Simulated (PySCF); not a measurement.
Species: C₇H₁₂.
Atom-mapped SMILES: `[CH3:1][CH2:2][CH2:3][CH2:4][CH:5]1[CH:6]=[CH:7]1`

NICS = −σ at a ghost point: NICS(0) at the centroid of the ring atoms, NICS(1) 1 Å to either side along the normal of their mean plane, zz for the tensor component along that normal. Level: GIAO PBE0/pcSseg-1 (PySCF, non-relativistic, gas phase) on the GFN2-xTB geometry, one conformer.

Ring bond lengths (Å), with Mayer bond orders in brackets: C5–C6 1.500 (0.93), C6–C7 1.299 (1.74), C7–C5 1.501 (0.92).

Q: What do the NICS probes read (ppm)?

A: 
| ring | type | NICS(0) | NICS(1), two faces | NICS(1)zz, two faces | rms pucker (Å) | centre to ring atoms, mean (Å) |
| --- | --- | --- | --- | --- | --- | --- |
| C5–C6–C7 | 3-membered carbocycle; formal bonds 1 double, 2 single | -28.6 | -6.5 / -7.4 | -13.3 / -17.0 | 0.00 | 0.83 |

Q: What can be read from them?

A: 
- C5–C6–C7: mean NICS(1)zz -15.2 ppm, shielded. C5 has four or more neighbours; no verdict on aromaticity is drawn. The two faces differ by 3.7 ppm, so no symmetry operation interchanges them. NICS(0) lies 22 ppm below the mean NICS(1).

Q: What field does 11.7 T along the ring normal induce along that normal at the second NICS(1) probe listed for ring C5–C6–C7, 1 Å off the ring?

A: NICSzz × B0 = -17.0 ppm × 11.7 T = -199 μT, against the applied field.

Time: 44 s; peak memory 0.82 GiB. Hardware: an Arm Neoverse N1 with one thread, shared host with 64 logical CPUs at a one-minute load of 56. This is the whole shielding run at PBE0/pcSseg-1, SCF included.

The values belong to the conformer `[CH3:1][CH2:2][CH2:3][CH2:4][CH:5]1[CH:6]=[CH:7]1`: C1–C2–C3–C4 180°, C2–C3–C4–C5 179°, C3–C4–C5–C6 -147°.
